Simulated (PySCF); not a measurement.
**Radial density of Ca⁺ (calcium, charge +1)**

UHF, [Ar] 4s1, 2S determinant. Computed with PySCF 2.14 in pcseg-2, with no relativity, point nucleus.

| r (bohr) | 4πr²ρ (e/bohr) | 4πr²(ρα − ρβ) |
| --- | --- | --- |
| 0.00151 | 0.1436 | 0.0001 |
| 0.00254 | 0.3901 | 0.0002 |
| 0.00427 | 1.029 | 0.0004 |
| 0.00718 | 2.593 | 0.0011 |
| 0.0121 | 6.030 | 0.0024 |
| 0.0203 | 12.28 | 0.0047 |
| 0.0342 | 20.11 | 0.0068 |
| 0.0575 | 23.34 | 0.0046 |
| 0.0967 | 18.48 | -0.0023 |
| 0.163 | 19.16 | 0.0047 |
| 0.274 | 24.35 | 0.0176 |
| 0.460 | 11.39 | -0.0001 |
| 0.774 | 6.590 | 0.0499 |
| 1.30 | 6.226 | -0.0014 |
| 2.19 | 1.178 | 0.1737 |
| 3.68 | 0.3409 | 0.3240 |
| 6.20 | 0.04846 | 0.0484 |
| 10.4 | 0.0005677 | 0.0006 |

Q: Where is the radial spin density 4πr²(ρα − ρβ) most negative, and why is it negative at all?

A: Around r = 0.0967 bohr, down to -0.0023 e/bohr: exchange with the open shell polarises the paired shells in an unrestricted calculation.
